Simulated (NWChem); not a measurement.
System: BNH₃, doublet; SMILES [NH]B

The following NWChem deck was run.

```
start job
memory heap 200 mb stack 900 mb global 1100 mb
geometry units angstroms noautosym nocenter noautoz
  B      0.013257     0.706957     0.000000
  N      0.010813    -0.629644     0.000000
  H     -1.014265     1.334155     0.000000
  H      1.073228     1.291980     0.000000
  H      0.289483    -1.593060     0.000000
end
basis spherical
  B library def2-svp
  N library def2-svp
  H library def2-svp
end
dft
  odft
  mult 2
  xc b3lyp
  iterations 150
  mulliken
end
task dft energy
esp
  recalculate
  probe 0.07
  range 0.3
  factor 1.0
  spacing 0.02
end
task esp
```

NWChem printed, in part:

```
             Northwest Computational Chemistry Package (NWChem) 7.3.0
             --------------------------------------------------------

                             Geometry "geometry" -> ""
                             -------------------------

 Output coordinates in angstroms (scale by  1.889725989 to convert to a.u.)

  No.       Tag          Charge          X              Y              Z
 ---- ---------------- ---------- -------------- -------------- --------------
    1 B                    5.0000     0.01325700     0.70695700     0.00000000
    2 N                    7.0000     0.01081300    -0.62964400     0.00000000
    3 H                    1.0000    -1.01426500     1.33415500     0.00000000
    4 H                    1.0000     1.07322800     1.29198000     0.00000000
    5 H                    1.0000     0.28948300    -1.59306000     0.00000000

 Effective nuclear repulsion energy (a.u.)      27.0306678519

                                 NWChem DFT Module
                                 -----------------

 Summary of "ao basis" -> "ao basis" (spherical)
 ------------------------------------------------------------------------------
       Tag                 Description            Shells   Functions and Types
 ---------------- ------------------------------  ------  ---------------------
 B                          def2-svp                 6       14   3s2p1d
 N                          def2-svp                 6       14   3s2p1d
 H                          def2-svp                 3        5   2s1p

            General Information
            -------------------
          SCF calculation type: DFT
          Wavefunction type:  spin polarized.
          No. of atoms     :     5
          No. of electrons :    15
           Alpha electrons :     8
            Beta electrons :     7
          Charge           :     0
          Spin multiplicity:     2
          Use of symmetry is: off; symmetry adaption is: off
          Maximum number of iterations: 150
          AO basis - number of functions:    43
                     number of shells:    21
          Convergence on energy requested:  1.00D-06
          Convergence on density requested:  1.00D-05
          Convergence on gradient requested:  5.00D-04

              XC Information
              --------------
                         B3LYP Method XC Potential
                     Hartree-Fock (Exact) Exchange  0.200
                        Slater Exchange Functional  0.800 local
                    Becke 1988 Exchange Functional  0.720 non-local
              Lee-Yang-Parr Correlation Functional  0.810
                  VWN I RPA Correlation Functional  0.190 local

             Grid Information
             ----------------
          Grid used for XC integration:  medium
          Radial quadrature: Mura-Knowles
          Angular quadrature: Lebedev.
          Tag              B.-S. Rad. Rad. Pts. Rad. Cut. Ang. Pts.
          ---              ---------- --------- --------- ---------
          B                   0.85       49           8.0       434
          N                   0.65       49           7.0       434
          H                   0.35       45          10.0       434
          Grid pruning is: on
          Number of quadrature shells:   233
          Spatial weights used:  Erf1

      Superposition of Atomic Density Guess
      -------------------------------------

 Sum of atomic energies:         -80.24601328

      Non-variational initial energy
      ------------------------------

 Total energy =     -80.929244
 1-e energy   =    -160.373492
 2-e energy   =      52.413580
 HOMO         =      -0.259066
 LUMO         =       0.036978

     ---------------------------------------------
      Total Density - Mulliken Population Analysis
     ---------------------------------------------

    Atom       Charge   Shell Charges
 -----------   ------   -------------------------------------------------------
    1 B    5     4.95   1.99  0.90  0.23  1.36  0.40  0.07
    2 N    7     7.39   1.99  1.06  0.46  2.43  1.45  0.01
    3 H    1     0.96   0.65  0.29  0.01
    4 H    1     0.94   0.63  0.29  0.01
    5 H    1     0.77   0.59  0.13  0.04

     --------------------------------------------
      Spin Density - Mulliken Population Analysis
     --------------------------------------------

    Atom       Charge   Shell Charges
 -----------   ------   -------------------------------------------------------
    1 B    5     0.05   0.00  0.00  0.00  0.05 -0.02  0.02
    2 N    7     0.58   0.00  0.00  0.00  0.35  0.23  0.00
    3 H    1     0.16   0.09  0.07  0.00
    4 H    1     0.20   0.11  0.09  0.00
    5 H    1     0.01   0.00  0.00  0.01

   convergence    iter        energy       DeltaE   RMS-Dens  Diis-err
 ---------------- ----- ----------------- --------- --------- ---------
 d= 0,ls=0.0,diis     1    -81.2552854033 -1.08D+02  7.74D-03  5.21D-02
                                                     8.37D-03  6.32D-02
 d= 0,ls=0.0,diis     2    -81.2365813201  1.87D-02  6.86D-03  1.25D-01
                                                     4.66D-03  9.38D-02
 d= 0,ls=0.0,diis     3    -81.2924590907 -5.59D-02  7.34D-04  5.14D-03
                                                     1.23D-03  7.58D-03
 d= 0,ls=0.0,diis     4    -81.2958877913 -3.43D-03  3.63D-04  1.46D-04
                                                     2.57D-04  4.00D-05
 d= 0,ls=0.0,diis     5    -81.2960100401 -1.22D-04  2.23D-04  3.09D-05
                                                     9.05D-05  6.14D-06
  Resetting Diis
 d= 0,ls=0.0,diis     6    -81.2960336184 -2.36D-05  5.67D-05  1.73D-06
                                                     3.36D-05  6.25D-07
 d= 0,ls=0.0,diis     7    -81.2960356725 -2.05D-06  1.39D-05  1.88D-07
                                                     1.77D-05  1.96D-07
 d= 0,ls=0.0,diis     8    -81.2960358598 -1.87D-07  8.68D-06  1.66D-07
                                                     6.18D-06  9.24D-08

         Total DFT energy =      -81.296035859767
      One electron energy =     -162.184051054936
           Coulomb energy =       65.892416730687
    Exchange-Corr. energy =      -12.035069387382
 Nuclear repulsion energy =       27.030667851864

 Numeric. integr. density =       15.000001869764

                    DFT Final Alpha Molecular Orbital Analysis
                    ------------------------------------------

 Vector    6  Occ=1.000000D+00  E=-4.028263D-01
              MO Center= -2.4D-01,  3.4D-01,  1.8D-11, r^2= 1.7D+00
   Bfn.  Coefficient  Atom+Function         Bfn.  Coefficient  Atom+Function
  ----- ------------  ---------------      ----- ------------  ---------------
    18      0.381004  2 N  px                 4      0.316908  1 B  px
    29      0.287444  3 H  s                 21     -0.231538  2 N  px
    34     -0.138267  4 H  s                  5     -0.125219  1 B  py
    19      0.125407  2 N  py                 7     -0.109249  1 B  px
    30      0.089395  3 H  s                 22     -0.046148  2 N  py

 Vector    7  Occ=1.000000D+00  E=-3.160953D-01
              MO Center=  1.5D-02, -4.0D-01, -7.8D-11, r^2= 1.1D+00
   Bfn.  Coefficient  Atom+Function         Bfn.  Coefficient  Atom+Function
  ----- ------------  ---------------      ----- ------------  ---------------
    20      0.557693  2 N  pz                23     -0.395625  2 N  pz
     6      0.237799  1 B  pz                 9     -0.119074  1 B  pz
    11      0.030664  1 B  d -1

 Vector    8  Occ=1.000000D+00  E=-2.738187D-01
              MO Center=  2.2D-02,  2.6D-01,  2.3D-11, r^2= 2.2D+00
   Bfn.  Coefficient  Atom+Function         Bfn.  Coefficient  Atom+Function
  ----- ------------  ---------------      ----- ------------  ---------------
    18      0.483138  2 N  px                21     -0.354217  2 N  px
    34      0.286059  4 H  s                 35      0.281115  4 H  s
    30     -0.266747  3 H  s                 29     -0.261799  3 H  s
     4     -0.221662  1 B  px                19      0.081707  2 N  py
    17      0.074789  2 N  s                 22     -0.072892  2 N  py

[...]

                     NWChem Electrostatic Potential Fit Module
                     -----------------------------------------

 Atom parameters

 Number of atoms is                                    5
 Number of basis functions is                         43

 Grid parameters

 Maximum number of grid points is                  26665
 Number of grid points is                          26664
 Grid range                                     0.300000 nm
 Grid spacing                                   0.020000 nm
 Probe radius                                   0.070000 nm
 Atom radius factor                             1.000000

 Atomic radii

    1    0.100000
    5    0.158000
    7    0.140000
 FASTESP  F
  using M.O. file = ./job.movecs

    Atom              Coordinates                           Charge

                                                  ESP

    1 B     0.001326    0.070696    0.000000    0.099824
    2 N     0.001081   -0.062964    0.000000   -0.344809
    3 H    -0.101427    0.133416    0.000000   -0.030133
    4 H     0.107323    0.129198    0.000000   -0.037451
    5 H     0.028948   -0.159306    0.000000    0.312569
                                            ------------
                                                0.000000

 Dipole moment                                  0.583881

 Quadrupole moment Qxx                         -1.154854
                   Qyy                          1.581529
                   Qzz                         -0.426674

 RMS deviation kJ/mol                           0.070578

 RRMS %                                        32.081826
```

Level: B3LYP/def2-SVP, spin-unrestricted. In the optimisation the excess spin sits in a' (Cs, its own frame). Coordinates come from a B3LYP/6-31G* (spherical d), spin-unrestricted optimisation. No stability test was run on the SCF state.
